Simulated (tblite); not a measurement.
Compound: C₄H₁₁F₂NSi.
Numbering: `[CH3:1][N:2]([CH3:3])[SiH2:4][C@@H:5]([F:6])[CH2:7][F:8]` (hydrogens: H9, H10, H11 on C1; H12, H13, H14 on C3; H15, H16 on Si4; H17 on C5; H18, H19 on C7)

Computed with GFN2-xTB (tblite), gas phase: L-BFGS steps from a force-field or distance-geometry start until the largest atomic force falls under 0.01 eV/Å.

The end geometry, which sets the zero of energy:
```
atom  x, y, z in Å
C1     -1.5478    0.9884   -1.0900
N2     -1.2578   -0.1879   -0.2987
C3     -2.4610   -0.8874    0.0819
Si4     0.1585   -0.3774    0.6467
C5      1.6311    0.3250   -0.3708
F6      1.5812    1.7141   -0.4116
C7      2.9712   -0.0368    0.2493
F8      3.1213   -1.3976    0.2661
H9     -0.6310    1.5066   -1.3505
H10    -2.1955    1.6849   -0.5464
H11    -2.0612    0.6926   -2.0091
H12    -3.0967   -0.2724    0.7282
H13    -3.0341   -1.1500   -0.8105
H14    -2.2028   -1.7964    0.6165
H15     0.3487   -1.8143    0.8223
H16     0.2166    0.3339    1.9382
H17     1.6162   -0.0039   -1.4150
H18     3.0249    0.3109    1.2854
H19     3.8085    0.3770   -0.3243
```

Question: These geometries come from the run, each turned onto the end geometry. Order them by energy, lowest first.
A.
```
atom  x, y, z in Å
C1     -1.9553    1.2881   -0.6504
N2     -1.3245    0.0600   -0.2333
C3     -2.2124   -1.0806   -0.2705
Si4     0.1937    0.0007    0.5575
C5      1.7737   -0.0646   -0.5635
F6      1.9076    1.1457   -1.2321
C7      3.0081   -0.2118    0.3186
F8      2.9424   -1.3955    1.0060
H9     -1.3200    2.1388   -0.4211
H10    -2.9146    1.4282   -0.1406
H11    -2.1426    1.2770   -1.7283
H12    -2.8290   -1.1285    0.6339
H13    -2.8805   -1.0176   -1.1332
H14    -1.6285   -1.9934   -0.3424
H15     0.2203   -1.1970    1.3886
H16     0.3875    1.2260    1.3433
H17     1.7853   -0.8363   -1.3428
H18     3.0291    0.5933    1.0598
H19     3.9499   -0.2232   -0.2418
```
B.
```
atom  x, y, z in Å
C1     -1.5552    1.0153   -1.0453
N2     -1.2592   -0.1976   -0.3149
C3     -2.4640   -0.9092    0.0463
Si4     0.1577   -0.3885    0.6331
C5      1.6391    0.2857   -0.3956
F6      1.5855    1.6725   -0.5104
C7      2.9781   -0.0147    0.2601
F8      3.1045   -1.3550    0.5076
H9     -0.6375    1.5322   -1.3075
H10    -2.1849    1.6969   -0.4595
H11    -2.0900    0.7638   -1.9658
H12    -3.0527   -0.3466    0.7770
H13    -3.0806   -1.0684   -0.8400
H14    -2.2111   -1.8718    0.4788
H15     0.3314   -1.8259    0.8102
H16     0.2240    0.3264    1.9206
H17     1.6398   -0.0911   -1.4240
H18     3.0464    0.5107    1.2184
H19     3.8191    0.2747   -0.3817
```
C.
```
atom  x, y, z in Å
C1     -1.8558    1.2831   -0.6241
N2     -1.3050    0.0384   -0.1468
C3     -2.2014   -1.0773   -0.3189
Si4     0.1636   -0.0355    0.7276
C5      1.6720   -0.0090   -0.4864
F6      1.7235    1.2267   -1.1235
C7      3.0060   -0.2043    0.2226
F8      3.0003   -1.4084    0.8798
H9     -1.1077    2.0678   -0.5703
H10    -2.7233    1.5842   -0.0269
H11    -2.1741    1.1830   -1.6652
H12    -3.1135   -0.9552    0.2793
H13    -2.4868   -1.1598   -1.3734
H14    -1.7130   -1.9997   -0.0156
H15     0.1874   -1.2919    1.4668
H16     0.3298    1.1513    1.5765
H17     1.5781   -0.7472   -1.2918
H18     3.1595    0.5761    0.9748
H19     3.8509   -0.2130   -0.4769
```
D.
```
atom  x, y, z in Å
C1     -1.5658    1.0508   -0.9925
N2     -1.2516   -0.1626   -0.2652
C3     -2.4527   -0.9209    0.0090
Si4     0.1679   -0.3607    0.6754
C5      1.6369    0.2429   -0.4190
F6      1.5870    1.6201   -0.6091
C7      2.9864   -0.0228    0.2307
F8      3.1214   -1.3498    0.5480
H9     -0.6732    1.6496   -1.1349
H10    -2.3138    1.6481   -0.4539
H11    -1.9822    0.7907   -1.9749
H12    -3.1045   -0.4036    0.7264
H13    -3.0067   -1.0570   -0.9271
H14    -2.2057   -1.8993    0.4132
H15     0.2904   -1.7945    0.9208
H16     0.2806    0.3933    1.9409
H17     1.5955   -0.1957   -1.4215
H18     3.0584    0.5357    1.1696
H19     3.8222    0.2451   -0.4280
```
E.
```
atom  x, y, z in Å
C1     -1.5549    1.0132   -1.0591
N2     -1.2592   -0.1861   -0.3060
C3     -2.4606   -0.8943    0.0649
Si4     0.1648   -0.4053    0.6228
C5      1.6380    0.3013   -0.3940
F6      1.5649    1.6874   -0.4771
C7      2.9736   -0.0133    0.2613
F8      3.0856   -1.3604    0.4812
H9     -0.6383    1.5220   -1.3371
H10    -2.1764    1.7070   -0.4822
H11    -2.1004    0.7466   -1.9685
H12    -3.0903   -0.3003    0.7372
H13    -3.0422   -1.1290   -0.8304
H14    -2.1988   -1.8199    0.5681
H15     0.3431   -1.8479    0.7566
H16     0.2364    0.2779    1.9292
H17     1.6403   -0.0549   -1.4288
H18     3.0416    0.4830    1.2341
H19     3.8232    0.2825   -0.3645
```

Answer: E (0.003 eV), B (0.007 eV), D (0.020 eV), C (0.105 eV), A (0.181 eV).

In the order of the answer:

| step | E above end (eV) | largest force (eV/Å) | rms force component (eV/Å) | rms distance from end (Å) | rms bond change (Å) | bond most changed (Å) |
| --- | --- | --- | --- | --- | --- | --- |
| 157 | 0.003 | 0.02 | 0.007 | 0.083 | 0.001 | Si4–C5 +0.002 |
| 141 | 0.007 | 0.09 | 0.028 | 0.105 | 0.001 | Si4–C5 +0.003 |
| 134 | 0.020 | 0.16 | 0.051 | 0.165 | 0.003 | Si4–C5 +0.006 |
| 59 | 0.105 | 0.08 | 0.024 | 0.683 | 0.004 | Si4–C5 +0.014 |
| 16 | 0.181 | 0.15 | 0.043 | 0.765 | 0.004 | Si4–C5 +0.016 |

What follows is the cost of the whole relaxation. Hardware: Arm Neoverse V1, one thread, no GPU, on a shared host. Cost: 1.5 s.
